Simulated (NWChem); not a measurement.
Everything below was run with NWChem. System: H4GaP, charge 0, spin multiplicity 1, at a geometry optimised with B3LYP/def2-SVP. The structure started from a generated list of species. Level: MP2/aug-pcseg-1, 14 core orbitals frozen.

The NWChem input:

```
start mol
memory heap 200 mb stack 900 mb global 1100 mb
geometry units angstroms nocenter noautoz
  Ga     0.178743     0.747834     0.000000
  H      0.398920     1.488947    -1.370964
  H      0.398920     1.488947     1.370964
  P     -0.260101    -1.542962     0.000000
  H     -1.218672    -1.508160    -1.057614
  H     -1.218672    -1.508160     1.057614
  symmetry group Cs
end
basis spherical
  * library aug-pcseg-1
end
scf
  rhf
  nopen 0
  maxiter 100
  thresh 1e-7
  semidirect memsize 60000000 filesize 0
end
mp2
  freeze core 14
end
task mp2 energy
```

NWChem printed:

```
             Northwest Computational Chemistry Package (NWChem) 7.3.0
             --------------------------------------------------------

                                NWChem Input Module
                                -------------------

 Scaling coordinates for geometry "geometry" by  1.889725989
 (inverse scale =  0.529177249)

 Turning off AUTOSYM since
 SYMMETRY directive was detected!

                             Geometry "geometry" -> ""
                             -------------------------

 Output coordinates in angstroms (scale by  1.889725989 to convert to a.u.)

  No.       Tag          Charge          X              Y              Z
 ---- ---------------- ---------- -------------- -------------- --------------
    1 Ga                  31.0000     0.17874300     0.74783400     0.00000000
    2 H                    1.0000     0.39892000     1.48894700    -1.37096400
    3 H                    1.0000     0.39892000     1.48894700     1.37096400
    4 P                   15.0000    -0.26010100    -1.54296200     0.00000000
    5 H                    1.0000    -1.21867200    -1.50816000    -1.05761400
    6 H                    1.0000    -1.21867200    -1.50816000     1.05761400

 Effective nuclear repulsion energy (a.u.)     154.6318428266

            Nuclear Dipole moment (a.u.)
            ----------------------------
        X                 Y               Z
 ---------------- ---------------- ----------------
     0.0000264562    -0.0000037795     0.0000000000

      Symmetry information
      --------------------

 Group name             Cs
 Group number              2
 Group order               2
 No. of unique centers     4

      Symmetry unique atoms

     1    2    4    5


 Summary of "ao basis" -> "" (spherical)
 ------------------------------------------------------------------------------
       Tag                 Description            Shells   Functions and Types
 ---------------- ------------------------------  ------  ---------------------
 *                        aug-pcseg-1                 on all atoms

 Summary of "ao basis" -> "ao basis" (spherical)
 ------------------------------------------------------------------------------
       Tag                 Description            Shells   Functions and Types
 ---------------- ------------------------------  ------  ---------------------
 Ga                       aug-pcseg-1               14       36   6s5p3d
 H                        aug-pcseg-1                5        9   3s2p
 P                        aug-pcseg-1               11       27   5s4p2d

                                 NWChem SCF Module
                                 -----------------

  ao basis        = "ao basis"
  functions       =    99
  atoms           =     6
  closed shells   =    25
  open shells     =     0
  charge          =   0.00
  wavefunction    = RHF
  use symmetry    = T
  symmetry adapt  = T

 Summary of "ao basis" -> "ao basis" (spherical)
 ------------------------------------------------------------------------------
       Tag                 Description            Shells   Functions and Types
 ---------------- ------------------------------  ------  ---------------------
 Ga                       aug-pcseg-1               14       36   6s5p3d
 H                        aug-pcseg-1                5        9   3s2p
 P                        aug-pcseg-1               11       27   5s4p2d

      Symmetry analysis of basis
      --------------------------

        a'         62
        a"         37

 Forming initial guess at       0.1s

      Superposition of Atomic Density Guess
      -------------------------------------

 Sum of atomic energies:       -2265.58380001

      Non-variational initial energy
      ------------------------------

 Total energy =   -2266.040378
 1-e energy   =   -3465.585312
 2-e energy   =    1044.913091
 HOMO         =      -0.280103
 LUMO         =      -0.019963

      Symmetry analysis of molecular orbitals - initial
      -------------------------------------------------

  Numbering of irreducible representations:

     1 a'          2 a"

  Orbital symmetries:

     1 a'          2 a'          3 a'          4 a"          5 a'
     6 a'          7 a'          8 a'          9 a"         10 a'
    11 a'         12 a"         13 a'         14 a'         15 a"
    16 a'         17 a'         18 a"         19 a'         20 a'
    21 a'         22 a"         23 a'         24 a"         25 a'
    26 a'         27 a'         28 a'         29 a"         30 a'
    31 a"         32 a'         33 a'         34 a"         35 a'

 Starting SCF solution at       3.0s

 ----------------------------------------------
         Quadratically convergent ROHF

 Convergence threshold     :          1.000E-07
 Maximum no. of iterations :          100
 Final Fock-matrix accuracy:          1.000E-09
 ----------------------------------------------

              iter       energy          gnorm     gmax       time
             ----- ------------------- --------- --------- --------
                 1    -2265.9991287187  4.06D-01  1.09D-01      3.1
                 2    -2266.0228454825  1.25D-01  2.49D-02      3.2
                 3    -2266.0256469890  8.03D-03  1.79D-03      3.5
                 4    -2266.0256640570  5.25D-05  1.92D-05      3.9
                 5    -2266.0256640580  3.79D-09  1.34D-09      4.6

       Final RHF  results
       ------------------

         Total SCF energy =  -2266.025664057958
      One-electron energy =  -3467.223403735061
      Two-electron energy =   1046.565896850520
 Nuclear repulsion energy =    154.631842826583

        Time for solution =      1.6s

       Symmetry analysis of molecular orbitals - final
       -----------------------------------------------

  Numbering of irreducible representations:

     1 a'          2 a"

  Orbital symmetries:

     1 a'          2 a'          3 a'          4 a'          5 a'
     6 a"          7 a'          8 a'          9 a"         10 a'
    11 a'         12 a'         13 a'         14 a"         15 a'
    16 a'         17 a"         18 a"         19 a'         20 a'
    21 a'         22 a"         23 a"         24 a'         25 a'
    26 a'         27 a'         28 a"         29 a'         30 a'
    31 a"         32 a'         33 a'         34 a"         35 a'

             Final eigenvalues
             -----------------

              1
    1 -378.7381
    2  -79.9059
    3  -48.1257
    4  -42.4898
    5  -42.4871
    6  -42.4867
    7   -7.4683
    8   -6.4022
    9   -5.3722
   10   -5.3716
   11   -5.3709
   12   -4.5194
   13   -4.5135
   14   -4.5129
   15   -1.2312
   16   -1.2270
   17   -1.2252
   18   -1.2223
   19   -1.2216
   20   -0.8311
   21   -0.5838
   22   -0.5244
   23   -0.4325
   24   -0.4306
   25   -0.3518
   26    0.0191
   27    0.0304
   28    0.0319
   29    0.0324
   30    0.0605
   31    0.0686
   32    0.0704
   33    0.0746
   34    0.0776
   35    0.0831

                       ROHF Final Molecular Orbital Analysis
                       -------------------------------------

 Vector   23  Occ=2.000000D+00  E=-4.324566D-01  Symmetry=a"
              MO Center=  2.9D-01,  1.2D+00,  6.5D-13, r^2= 3.0D+00
   Bfn.  Coefficient  Atom+Function         Bfn.  Coefficient  Atom+Function
  ----- ------------  ---------------      ----- ------------  ---------------
    37      0.314543  2 H  s                 46     -0.314543  3 H  s
    15     -0.285628  1 Ga pz                38      0.263380  2 H  s
    47     -0.263380  3 H  s                 12      0.177490  1 Ga pz

 Vector   24  Occ=2.000000D+00  E=-4.306081D-01  Symmetry=a'
              MO Center= -1.1D-01, -8.9D-01, -3.7D-13, r^2= 3.1D+00
   Bfn.  Coefficient  Atom+Function         Bfn.  Coefficient  Atom+Function
  ----- ------------  ---------------      ----- ------------  ---------------
    63      0.466447  4 P  px                58      0.299336  4 P  s
    57      0.217721  4 P  s                 82     -0.191153  5 H  s
    91     -0.191153  6 H  s                 14     -0.185118  1 Ga py
    60     -0.178793  4 P  px                83     -0.167616  5 H  s
    92     -0.167616  6 H  s                 56     -0.153209  4 P  s

 Vector   25  Occ=2.000000D+00  E=-3.517799D-01  Symmetry=a'
              MO Center= -1.3D-01, -1.2D+00,  3.9D-14, r^2= 3.1D+00
   Bfn.  Coefficient  Atom+Function         Bfn.  Coefficient  Atom+Function
  ----- ------------  ---------------      ----- ------------  ---------------
    64      0.519592  4 P  py                67      0.337405  4 P  py
    58     -0.230548  4 P  s                 57     -0.210147  4 P  s
    63     -0.208272  4 P  px                61     -0.194927  4 P  py
    14     -0.183513  1 Ga py

 Vector   26  Occ=0.000000D+00  E= 1.906497D-02  Symmetry=a'
              MO Center= -2.0D-01,  1.2D+00, -3.5D-13, r^2= 1.5D+01
   Bfn.  Coefficient  Atom+Function         Bfn.  Coefficient  Atom+Function
  ----- ------------  ---------------      ----- ------------  ---------------
    19      0.883899  1 Ga px                69     -0.415779  4 P  px
    16      0.393639  1 Ga px                 6     -0.391078  1 Ga s
    59      0.384134  4 P  s                 20     -0.274575  1 Ga py
     5     -0.182737  1 Ga s                 13      0.179888  1 Ga px
    84     -0.167250  5 H  s                 93     -0.167250  6 H  s

 Vector   27  Occ=0.000000D+00  E= 3.038617D-02  Symmetry=a'
              MO Center=  8.2D-01,  2.9D+00, -1.1D-15, r^2= 2.2D+01
   Bfn.  Coefficient  Atom+Function         Bfn.  Coefficient  Atom+Function
  ----- ------------  ---------------      ----- ------------  ---------------
    59      3.538050  4 P  s                  6     -2.684246  1 Ga s
    84     -2.481736  5 H  s                 93     -2.481736  6 H  s
    20     -1.896816  1 Ga py                39      1.830276  2 H  s
    48      1.830276  3 H  s                 69     -1.181223  4 P  px
    19     -0.537546  1 Ga px                58      0.467978  4 P  s

 Vector   28  Occ=0.000000D+00  E= 3.188037D-02  Symmetry=a"
              MO Center=  8.2D-02,  5.3D-01,  2.0D-13, r^2= 3.7D+01
   Bfn.  Coefficient  Atom+Function         Bfn.  Coefficient  Atom+Function
  ----- ------------  ---------------      ----- ------------  ---------------
    21      3.094641  1 Ga pz                39      2.953544  2 H  s
    48     -2.953544  3 H  s                 18      0.700621  1 Ga pz
    71     -0.517315  4 P  pz                38      0.364987  2 H  s
    47     -0.364987  3 H  s                 84      0.242115  5 H  s
    93     -0.242115  6 H  s                 45      0.174854  2 H  pz

 center of mass
 --------------
 x =   0.04748095 y =   0.06754672 z =   0.00000000

 moments of inertia (a.u.)
 ------------------
         454.421246218569         -94.463378574933           0.000000000000
         -94.463378574933          48.528557781132           0.000000000000
           0.000000000000           0.000000000000         459.789210599771

  Mulliken analysis of the total density
  --------------------------------------

    Atom       Charge   Shell Charges
 -----------   ------   -------------------------------------------------------
    1 Ga  31    30.26   2.00  2.00  2.00  0.72  0.35 -0.04  6.00  5.98  0.84  0.25 -0.00 10.03  0.09  0.03
    2 H    1     1.29   0.72  0.51  0.03  0.01  0.02
    3 H    1     1.29   0.72  0.51  0.03  0.01  0.02
    4 P   15    15.47   2.00  2.00  1.03  0.88 -0.04  5.99  2.50  0.91  0.05  0.09  0.06
    5 H    1     0.84   0.73  0.22 -0.00  0.01 -0.12
    6 H    1     0.84   0.73  0.22 -0.00  0.01 -0.12

       Multipole analysis of the density wrt the origin
       ------------------------------------------------

     L   x y z        total         open         nuclear
     -   - - -        -----         ----         -------
     0   0 0 0     -0.000000      0.000000     50.000000

     1   1 0 0     -0.236243      0.000000      0.000026
     1   0 1 0      0.276274      0.000000     -0.000004
     1   0 0 1     -0.000000      0.000000      0.000000

     2   2 0 0    -22.996708      0.000000     18.904522
     2   1 1 0      0.002270      0.000000     53.664199
     2   1 0 1     -0.000000      0.000000      0.000000
     2   0 2 0    -28.425736      0.000000    221.516412
     2   0 1 1     -0.000000      0.000000      0.000000
     2   0 0 2    -25.994118      0.000000     21.412742

                   NWChem MP2 Semi-direct Energy/Gradient Module
                   ---------------------------------------------

  Basis functions       =     99
  Molecular orbitals    =     99
  Frozen core           =     14
  Frozen virtuals       =      0
  Active alpha occupied =     11
  Active beta occupied  =     11
  Active alpha virtual  =     74
  Active beta virtual   =     74
  Use MO symmetry       = T
  Use skeleton AO sym   = T

  AO/Fock/Back tols     =   1.0D-09  1.0D-09  1.0D-09

 GA uses MA = F    GA memory limited = T

 Available:
  local mem=  1.26D+08
 global mem=  1.44D+08
 local disk=  0.00D+00
  mp2_memr nvloc                    74
  nvloc new                    74
   1 passes of  11:        3145728                      40751                  13481211.
   1 passes of  11: M    126148151           G      144159598           F     123002423.

 Semi-direct pass number   1 of   1  for RHF alpha+beta  at        4.7s
  vrange nnbf                  4865
  mp2_eaftype                    51  avail_ma_in_mb                  1099
 EAF : mp2_eaftype filesize          51    6740605.
  mp2_eaf for mointskh                     51
Node 0 wrote     31.7 Mb in      0.0 s     Agg I/O rate:  1429.0 Mb/s
 Done moints_semi at       15.4s
  mp2_eaftype                    51  avail_ma_in_mb                  1048
 EAF : mp2_eaftype filesize          51    6740605.
  mp2_eaf for kh                    51
 Done maket at       15.7s
 Done multipass loop at       15.7s

          -------------------------------------------
          SCF energy               -2266.025664057958
          Correlation energy          -0.211040195846
          Singlet pairs               -0.150950483661
          Triplet pairs               -0.060089712186
          Total MP2 energy         -2266.236704253805
          -------------------------------------------

          ---------------------------------------------------
                    Spin Component Scaled (SCS) MP2
          Same spin pairs                     -0.040059808124
          Same spin scaling factor             0.333333333333
          Opposite spin pairs                 -0.170980387723
          Opposite spin scaling fact.          1.200000000000
          SCS-MP2 correlation energy          -0.218529734642
          Total SCS-MP2 energy             -2266.244193792600
          ---------------------------------------------------

 -----------------------
 Performance information
 -----------------------

 Timer overhead =  1.51D-07 seconds/call

               Nr. of calls         CPU time (s)                 Wall time (s)                GFlops
             ---------------    -------------------     ------------------------------   -------------------
Name         Min   Avg   Max    Min     Avg     Max     Min     Avg     Max   Mx/calls   Min     Max     Sum
mp2: moin     1     1     1    11.     11.     11.      11.     11.     11.     11.      0.0     0.0     0.0
mp2: make     1     1     1   0.31    0.31    0.31     0.31    0.31    0.31    0.31      0.0     0.0     0.0
mp2: tota     1     1     1    11.     11.     11.      11.     11.     11.     11.      0.0     0.0     0.0

 The average no. of pstat calls per process was 3.00D+00
 with a timing overhead of 4.52D-07s

 Task  times  cpu:       15.7s     wall:       15.7s

 Total times  cpu:       15.7s     wall:       15.7s
```
